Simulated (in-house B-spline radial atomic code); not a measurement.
RPA and G0W0 for the barium ion Ba²⁺, [Kr] 4d10 5s2 5p6, as one setting changes: the highest l of the empty states. Start: PBE. A dash marks a level of low quasi-particle weight. Computed with a B-spline radial code for spherical atoms: all electrons, scalar-relativistic (spin-free one-electron X2C), finite nucleus, each spin shell either full or empty, empty states to the listed l with an (l + 1/2)⁻⁴ tail; G0W0 by contour deformation at full frequency.

Spin-orbit coupling, left out, splits p levels strongly here.

```json
{"highest l of the empty states": "4", "RPA summed (Eh)": "-3.6525", "RPA extrapolated (Eh)": "-4.3444", "G0W0 level (eV)": "5p -36.54"}
{"highest l of the empty states": "5", "RPA summed (Eh)": "-3.9642", "RPA extrapolated (Eh)": "-4.3983", "G0W0 level (eV)": "5p -36.55"}
{"highest l of the empty states": "6", "RPA summed (Eh)": "?", "RPA extrapolated (Eh)": "?", "G0W0 level (eV)": "?"}
{"highest l of the empty states": "7", "RPA summed (Eh)": "-4.1992", "RPA extrapolated (Eh)": "-4.3663", "G0W0 level (eV)": "5p -36.53"}
{"highest l of the empty states": "8", "RPA summed (Eh)": "-4.2439", "RPA extrapolated (Eh)": "-4.3499", "G0W0 level (eV)": "5p -36.53"}
{"highest l of the empty states": "9", "RPA summed (Eh)": "?", "RPA extrapolated (Eh)": "?", "G0W0 level (eV)": "?"}
{"highest l of the empty states": "10", "RPA summed (Eh)": "-4.2869", "RPA extrapolated (Eh)": "-4.337", "G0W0 level (eV)": "5p -36.52"}
{"highest l of the empty states": "11", "RPA summed (Eh)": "-4.2977", "RPA extrapolated (Eh)": "-4.3342", "G0W0 level (eV)": "5p -36.52"}
```

Problem. What belongs in the row for 9?

Solution. RPA summed (Eh): -4.2703; RPA extrapolated (Eh): -4.3416; G0W0 level (eV): 5p -36.53.

Problem. What belongs in the row for 6?

Solution. RPA summed (Eh): -4.1175; RPA extrapolated (Eh): -4.3808; G0W0 level (eV): 5p -36.55.
